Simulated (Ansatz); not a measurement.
Input for Ansatz (a program for electronic structure): R-CCSD(T)/def2-TZVPPD on BrH2In (SMILES [Br][InH2]), atoms moved off the minimum. Elements past Kr take the def2 small-core potentials; no spin–orbit coupling. Files ending in .json are basis or fitting sets from the Basis Set Exchange. The run froze 23 orbitals, filled d shells among them.

Ansatz 0.2 input:
```yaml
crystal:
  periodic: [false, false, false]
  atoms:
    - {symbol: In, position_ang: [-0.45203707, -0.82131955, 0.21014340]}
    - {symbol: H, position_ang: [0.15292940, -1.82113722, 1.50179343]}
    - {symbol: H, position_ang: [-1.96419936, -0.91451292, -0.84226282]}
    - {symbol: Br, position_ang: [0.73952066, 1.43449203, -0.20347336]}
basis:
  gaussian:
    orbitals: def2-TZVPPD.json
magnetization: {spin_polarized: false}
correlation: {method: ccsd_t, electrons: outside_noble_gas}
scf: {lower_state_search: off}
output: {forces: true}
```

Problem. Predict the final total energy.

Solution. -2763.1027 hartree (reference determinant -2762.8273, T1 diagnostic 0.010).

Problem. How many basis functions does it have, and what does it roughly cost on one machine?

Solution. 147 functions; about 40 core-seconds (a rough figure).
